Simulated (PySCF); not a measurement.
FGeO, multiplicity 2. Atoms are numbered in the order given.

```xyz
3

Ge     0.3189     0.0576     0.0000
O     -0.6731     1.4303     0.0000
F     -0.5355    -1.4763     0.0000
```
Charge 0, spin multiplicity 2.

Geometry: B3LYP-D3(BJ)/def2-TZVP.

The numbers are results of PBE/def2-TZVPD run with PySCF, not measurements.

Computed frontier levels, dipole moment and polarisability:
```
Item                                                                                                             Value
---------------------------------------------------------------------------------------------  -----------------------
α spin, highest occupied and lowest empty level                                                     -7.49 and -3.34 eV
β spin, highest occupied and lowest empty level                                                     -7.60 and -6.25 eV
dipole moment                                                                                                   2.51 D
quadrupole, principal values (traceless, Buckingham form, about the centre of nuclear charge)    -7.32, 2.25, 5.07 D·Å
mean static polarisability                                                                        37.5 bohr³ (5.56 Å³)
polarisability, principal values                                                                30.1, 34.2, 48.2 bohr³
⟨S²⟩                                                                                           0.754 (pure state 0.75)
```
